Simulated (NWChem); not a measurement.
Species: CH7NSi; SMILES NC[SiH3]

```xyz
10

N      0.4295    -1.6244     0.0184
C     -0.6321    -0.6328    -0.0089
Si     0.1039     1.1117     0.0262
H      0.0523    -2.5673     0.0895
H      0.9711    -1.5960    -0.8430
H     -1.3504    -0.7138    -0.8543
H     -1.2405    -0.7281     0.9078
H     -0.9793     2.1338    -0.1254
H      1.0654     1.2723    -1.1109
H      0.8340     1.3589     1.3049
```
Atoms are numbered in this order, from 1.

Level: PBE0/def2-SVP (NWChem), optimised geometry, unscaled harmonic frequencies. 

```tsv
frequency (cm⁻¹)	IR intensity (km/mol)
176	2.3
233	7.5
273	43.5
522	20.0
597	27.0
717	58.2
790	121.7
899	23.7
924	203.3
943	41.8
949	52.0
1093	8.5
1122	4.1
1268	6.4
1339	1.1
1461	5.7
1642	19.6
2218	91.9
2223	124.8
2245	99.3
2966	60.6
3085	11.3
3537	1.0
3620	3.7
```

```json
{
  "zero_point_energy": "49.8 kcal/mol",
  "thermal correction to the enthalpy at 298.15 K (with zero-point energy)": "53.7 kcal/mol",
  "heat capacity Cv": "17.9 cal/(mol K)",
  "entropy at 298.15 K and 1 atm (symmetry number 1)": "70.1 cal/(mol K)",
  "dipole_moment": "1.74 D"
}
```

Rigid rotor and harmonic oscillator.
